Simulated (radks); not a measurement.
The numbers below are computed, except where a source is named.
Neutral rhenium inside a hard spherical wall (all orbitals vanish at R), configuration held at [Xe] 4f14 5d5 6s2 and not refilled when levels cross. Level of theory: scalar-relativistic Kohn-Sham, PBE, spin-unpolarised, spherical densities, point nucleus (a radial shooting solver on a logarithmic mesh with Libxc functionals). Eigenvalues in eV, with the zero of energy where the potential of the charges vanishes at infinity; a dash marks a level that is unbound or too diffuse for the functional's potential to be trusted. A positive occupied level is held by the wall or, in an anion where self-interaction has pushed it up, behind a barrier. The pressure on the wall is -dE/dV.

\begin{tabular}{lrrrrrrrrr}
R (bohr) & E (hartree) & kinetic (hartree) & e(5p) & e(4f) & e(6s) & e(5d) & e(6p, empty) & e(7s, empty) & pressure (GPa) \\ \hline
free & -16692.2275 & 18450.256 & -47.011 & -42.308 & -5.943 & -5.367 & -1.319 & - & 0 \\
20 & -16692.2275 & 18450.256 & -47.011 & -42.308 & -5.943 & -5.367 & -1.318 & - & < 0.0001 \\
15 & -16692.2275 & 18450.256 & -47.011 & -42.308 & -5.943 & -5.367 & -1.314 & 0.267 & < 0.0001 \\
12 & -16692.2274 & 18450.257 & -47.008 & -42.306 & -5.942 & -5.365 & -1.285 & 0.749 & 0.000422 \\
10 & -16692.2272 & 18450.260 & -46.989 & -42.286 & -5.926 & -5.347 & -1.187 & 1.641 & 0.00799 \\
8 & -16692.2241 & 18450.288 & -46.834 & -42.129 & -5.793 & -5.206 & -0.779 & 4.057 & 0.155 \\
6 & -16692.1860 & 18450.538 & -45.811 & -41.067 & -4.833 & -4.294 & 1.120 & 11.881 & 3.40 \\
5 & -16692.0787 & 18451.102 & -44.040 & -39.177 & -2.915 & -2.696 & 4.277 & 22.447 & 18.1 \\
4 & -16691.6574 & 18452.952 & -39.814 & -34.483 & 2.825 & 1.364 & 12.855 & 47.124 & 117 \\
3 & -16689.6637 & 18460.679 & -29.312 & -22.077 & 23.696 & 13.200 & 41.342 & 116.73 & 1100 \\
\end{tabular}
